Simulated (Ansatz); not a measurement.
The lowest doublet and quartet of NO (SMILES [N]=O); geometries from B3LYP-D3(BJ)/def2-TZVP, each state relaxed from the structure named, with no frequency check.
Doublet at the quartet's geometry (charge 0, multiplicity 2):
```csv
atom,x (Å),y (Å),z (Å)
N,0.0000,0.0000,-0.7573
O,0.0000,0.0000,0.6627
```

| level | gap E(doublet) − E(quartet), vertical, at the quartet's geometry (eV) | cost |
|---|---|---|
| U-SVWN5/def2-TZVPP | -3.204 | ×0.6 |
| U-PBE/def2-TZVPP | -2.903 | ×1 |
| U-r2SCAN/def2-TZVPP | -2.244 | ×2 |
| U-B3LYP/def2-TZVPP | -2.361 | ×0.9 |
| U-PBE0/def2-TZVPP (spin-contaminated) | -2.143 | ×0.6 |
| U-BHLYP/def2-TZVPP (spin-contaminated) | -1.700 | ×0.8 |
| U-wB97X-V/def2-TZVPP (spin-contaminated) | -2.292 | ×2 |
| U-wB97M-V/def2-TZVPP | -2.364 | ×2 |
| SA-CASSCF(11,8)/cc-pVDZ | -2.936 | - |
| SA-CASSCF(11,8)/cc-pVTZ | -2.936 | - |
| SA-CASSCF(11,8)/cc-pVQZ | -2.933 | - |
| SC-NEVPT2 on SA-CASSCF(11,8)/cc-pVDZ | -2.848 | - |
| SC-NEVPT2 on SA-CASSCF(11,8)/cc-pVTZ | -2.854 | - |
| SC-NEVPT2 on SA-CASSCF(11,8)/cc-pVQZ | -2.866 | - |
| FIC-NEVPT4(SD) on SA-CASSCF(11,8)/cc-pVDZ | -2.835 | - |
| FIC-NEVPT4(SD) on SA-CASSCF(11,8)/cc-pVTZ | -2.859 | - |
| FIC-NEVPT4(SD) on SA-CASSCF(11,8)/cc-pVQZ | -2.878 | - |
| FIC-MRCISD+Q on SA-CASSCF(11,8)/cc-pVDZ | -2.838 | - |
| FIC-MRCISD+Q on SA-CASSCF(11,8)/cc-pVTZ | -2.863 | - |
| FIC-MRCISD+Q on SA-CASSCF(11,8)/cc-pVQZ | -2.883 | - |

The rows run from -3.204 (U-SVWN5/def2-TZVPP) to -1.700 eV (U-BHLYP/def2-TZVPP (spin-contaminated)). The 5 U-functionals in def2-TZVPP without D3 or D4 span 0.961, from U-SVWN5 to U-r2SCAN.

A positive gap puts the quartet lower; no zero-point energy. U- takes an unrestricted doublet. The quartet is unrestricted in single-reference levels. Active spaces average the two states.

Frozen-core correlation.

Codes used: Ansatz (a first-principles code). Each number belongs to the level named beside it.

Costs are rough ratios of core time to U-PBE/def2-TZVPP (about 2.4 s over the structures, on one shared machine); a dash marks a level with no comparable run of its own.
